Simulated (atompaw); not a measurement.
cobalt: one change to a PAW (atompaw) potential, before and after

| Quantity | Value |
| --- | --- |
| Element | cobalt (Co) |
| Generator | atompaw 4.2.0.5 |
| Type | PAW |
| Functional | PBE |
| Relativity | scalar-relativistic |
| Frozen core | [Ne] |
| Valence charge | 17 |
| Reference configuration | 3s2 3p6 3d7 4s2 4p0 |
| Partial waves | 3s (bound): rc 0.90 bohr; 4s (bound): rc 1.45 bohr; 3p (bound): rc 0.95 bohr; 4p (bound, empty): rc 1.45 bohr; 3d (bound): rc 1.45 bohr; 3d channel at 0.65 Ry: rc 1.45 bohr |
| Local potential | bessel scheme, radius 1.25 bohr |
| Core correction | smooth core density matched at 1.20 bohr |
| Augmentation charge | sinc compensation charge, radius 1.30 bohr; PAW radius 1.45 bohr; waves and projectors: custom polynom gramschmidtortho |

All-electron outer shells of the reference configuration (PBE, scalar-relativistic, ld1.x):

| shell | level (eV) | outermost node (bohr) | outermost maximum (bohr) |
| --- | --- | --- | --- |
| 2s | -899.00 | 0.08 | 0.21 |
| 2p | -769.94 | – | 0.17 |
| 3s | -102.40 | 0.31 | 0.66 |
| 3p | -65.64 | 0.28 | 0.68 |
| 3d | -8.20 | – | 0.66 |
| 4s | -5.47 | 0.96 | 2.32 |
| 4p | -1.28 | 1.05 | 3.25 |

Change: augmentation sinc compensation charge, radius 1.30 bohr; PAW radius 1.45 bohr; waves and projectors: custom rrkj gramschmidtortho.

Cutoffs: the cutoffs (Ry, on a coarse ladder) from which the occupation-weighted sum of valence levels, in a spherical-Bessel basis at the reference potential, stays within 10 and 1 mRy of its value at 400 Ry; they do not see the model core or the augmentation charge, which bear on the density cutoff.

Task: What does the change do?

Result: The potential gets neither clearly harder nor softer (90 Ry and 160 Ry → 90 Ry and 180 Ry); the p channel sets the loose cutoff, while the largest relative change is in s, which becomes softer; neither file shows a bound ghost.

| quantity | base | changed |
| --- | --- | --- |
| cutoff, loose | 90 Ry | 90 Ry |
| cutoff, tight | 160 Ry | 180 Ry |
| loose cutoff by channel (10 mRy a level) | s 55 Ry, p 70 Ry, d 40 Ry | s 45 Ry, p 80 Ry, d 45 Ry |
| bound ghosts | none | none |
| s: phases at 1.45 bohr within 0.05 rad from the reference energy up to (Ry; the scan ends near 5) | to the end of the scan | to the end of the scan |
| p: phases at 1.45 bohr within 0.05 rad from the reference energy up to (Ry; the scan ends near 5) | to the end of the scan | 4.6 |
| d: phases at 1.45 bohr within 0.05 rad from the reference energy up to (Ry; the scan ends near 5) | to the end of the scan | to the end of the scan |
| lowest overlap eigenvalue by channel | s 0.77, p 0.52, d 0.95 | s 0.06, p 0.01, d 1.00 |

 The cutoffs see the waves, projectors and local potential, not the compensation charge or the core.
